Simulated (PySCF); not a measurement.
Gas-phase reaction: 2 SrBr + H2 ⇌ 2 Sr + 2 HBr

Energies from PySCF, thermal terms from the rigid-rotor harmonic-oscillator model, ideal gas at 1 bar. The comparison is the NASA 1993 polynomial table, which mixes measured and estimated data. † marks an energy on the PBE0/def2-TZVP geometry and frequencies. Open shells (unrestricted): SrBr (multiplicity 2); the rest are closed-shell singlets. Sr: scalar-relativistic def2 core potential, no spin-orbit coupling. Br: all electrons, no relativistic terms. The table's entry may be an old estimate for SrBr (not checked at source).

PBE/def2-TZVP† gives ΔH°(298 K) = 408.1 kJ.

### Question
What does HF/def2-TZVP† give, and where does the table lie?

### Answer
HF/def2-TZVP†: 447.9 kJ. Table: 433.4 kJ.
